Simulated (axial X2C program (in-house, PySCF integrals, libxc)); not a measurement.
# Working with the constants of NaCu⁺

A bond curve at the CCSD(T) level, two-component, was computed with an axial X2C code built on PySCF integrals (basis Cu dyall-cv3z [9s9p6d3f2g], Na dyall-cv3z [9s8p5d2f] (cores contracted in-house)) for the state Ω = 1/2 (⟨Sz⟩ = 0.50, ⟨Lz⟩ = 0.00 at HF). Its fit gives Re = 3.0663 Å, ωe = 114.1 cm⁻¹, ωexe = 0.785 cm⁻¹ and αe = 1.077e-03 cm⁻¹; the masses are 62.9296 and 22.9898 u. Two-component means X2C with spin–orbit coupling and atomic mean-field Coulomb and Gaunt terms.

Correlated methods: 11 electrons correlated (number of frozen shells: Cu 3 s, 2 p; Na 2 s, 1 p), 271 virtual spin orbitals or spinors in MP2, 90 natural virtuals in coupled cluster.

(1) Find the reduced mass, Be and the force constant.

(2) Estimate De from a Morse curve and compare with the computed well depth of 0.424 eV to Cu + Na+.

(3) Estimate the centrifugal constant by the Kratzer relation.

(4) A Morse curve ties αe to the other constants (Pekeris). How well does that hold?

(5) Where do the fundamental and the first overtone lie?

One determinant describes the state; a PBE0 search over occupations chose it and may have missed a lower one. Dissociation energies refer to the lowest single-determinant-based atoms at the same level and basis. Coupled cluster ran in a truncated set of natural virtual spinors; the MP2 energy of the rest was added. (T) has no such correction and the atoms are truncated less, which lowers De at CCSD(T) by a hundredth of an eV or more.

Answers

(1) From the CCSD(T) values: μ = 16.8383 u. Be = 16.8576/(μ Re²) = 0.1065 cm⁻¹. k = 5.8918×10⁻⁷ μ ωe² = 0.129 mdyn/Å.

(2) De(Morse) = ωe²/(4ωexe) = 0.514 eV against 0.424 eV computed, a ratio of 1.21. The extrapolation overshoots: the well softens faster than a Morse curve, or the lowest atomic limit lies below the one to which the curve heads.

(3) D = 4Be³/ωe² = 3.71e-07 cm⁻¹.

(4) αe(Morse) = 6Be²/ωe × (√(ωexe/Be) − 1) = 1.023e-03 cm⁻¹; the CCSD(T) curve gives 1.077e-03 cm⁻¹, a ratio of 0.95.

(5) ν(1←0) = ωe − 2ωexe = 112.5 cm⁻¹; ν(2←0) = 2ωe − 6ωexe = 223.5 cm⁻¹.
